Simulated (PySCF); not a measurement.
Computed structure and properties of Eu2H4

System: Eu2H4 (singlet in the valence; each metal's 4f electrons, 7 of them, lie in its core potential, out of spins and levels); start: displaced along the imaginary mode (C2h). Method: PySCF 2.14.0, RKS PBE0, Eu lcecp-0-SVP with ECP53, H def2-SVP; non-relativistic Hamiltonian with scalar-relativistic core potentials where named; density fitting; no spin-orbit coupling.

Input of the relaxation:

```python
mol = gto.M(atom='''
Eu     0.00000     0.00357     1.89461
Eu     0.00000    -0.00357    -1.89461
H      1.48327     0.00000     0.00000
H     -1.48327    -0.00000     0.00000
H      0.00000    -0.25000     4.11020
H      0.00000     0.25000    -4.11020''',
    basis={'Eu': 'lcecp-0-SVP', 'H': 'def2-SVP'},
    ecp={'Eu': 'lcecp-0-SVP'},
    charge=0, spin=0)
mf = dft.RKS(mol, xc='PBE0')
mf.grids.atom_grid = (50, 194)  # f atoms: unpruned, at least (60, 302)
mf = mf.density_fit()  # fitting sets: Eu AutoAux, H def2-universal-JKFIT
mf.conv_tol = 1e-08; mf.max_cycle = 55
mf.kernel(dm0)  # dm0: converged density of the start geometry
# quasi-Newton relaxation in Cartesian coordinates to a largest gradient under 0.00045 Eh/bohr, steps kept in the point group
```

Run from Python with OMP_NUM_THREADS=2; the lines above give its settings. Where DIIS fails, smearing, a level shift and second-order steps follow.
It took 38 s on 2 threads of Arm Neoverse V2, with other jobs on the host, from the converged density of the start.

Course of the relaxation:

```csv
step,energy above end (eV),largest force component within the symmetry (eV/Å)
0,0.1862,0.078
1,0.1845,0.056
2,0.1616,0.205
3,0.1203,0.355
4,0.0770,0.436
5,0.0662,0.387
6,0.0406,0.211
7,0.0164,0.150
8,0.0111,0.155
9,0.0034,0.126
10,0.0002,0.041
11,0.0000,0.009
12,0.0000,0.006
```

Relaxed geometry (C2h):

```xyz
6

Eu    0.0000    0.7005    1.7459
Eu    0.0000   -0.7005   -1.7459
H     1.4063    0.0000    0.0000
H    -1.4063    0.0000    0.0000
H     0.0000   -0.5425    3.5414
H     0.0000    0.5425   -3.5414
```

```json
{"contact": "Eu1–H3 (H)", "Å": "2.349"}
{"contact": "Eu1–H4 (H)", "Å": "2.349"}
{"contact": "Eu1–H5 (H)", "Å": "2.184"}
{"contact": "Eu2–H6 (H)", "Å": "2.184"}
```

On the finer grid (75, 302):

| Item | Value |
| --- | --- |
| HOMO | not given (4f levels lie in the core) |
| LUMO | not given (4f levels lie in the core) |
| Dipole about the centre of mass | 0.00 D |
| Set of Mulliken populations of Eu1 outside the core potential | s 2.45, p 6.35, d 0.67, f 0.01 |
| D3(BJ) dispersion energy (not in the energies) | -0.085 eV |

| atom | Mulliken (e) | Löwdin (e) | spin (e) |
| --- | --- | --- | --- |
| Eu1 | 0.52 | 0.42 | 0.00 |
| Eu2 | 0.52 | 0.42 | 0.00 |
| H3 | -0.31 | -0.18 | 0.00 |
| H4 | -0.31 | -0.18 | 0.00 |
| H5 | -0.21 | -0.24 | 0.00 |
| H6 | -0.21 | -0.24 | 0.00 |

The 4f levels lie in the core potential and are missing. Their spin isn't counted.

On the grid (50, 194), as all that follows. Harmonic modes: a minimum; lowest 99 cm⁻¹ (negative: unstable), highest 1197 cm⁻¹, zero-point energy 0.472 eV.

Taking off one H (charge -1, singlet; the rest: singlet) in vacuum, both parts rigid, costs 9.14 eV; the small basis without counterpoise inflates it. Most of it is the attraction of opposite charges; other ways to part are cheaper, and one spin state was tried for the rest.

Rigid scan of H along the line from its metal:

distance to H3 (Å), energy (eV) and a bar:
```
     2.05      0.210 #####
     2.15      0.084 ##
     2.25      0.019 
     2.35      0.000 
     2.45      0.015 
     2.55      0.055 #
     2.75      0.183 ####
     3.05      0.430 ###########
     3.45      0.777 ###################
     3.95      1.222 ##############################
```

One start shape was tried, so this needn't be the lowest isomer.

An lcecp potential fixes the number of 4f electrons, so in runs with it no electron can move into or out of that shell.
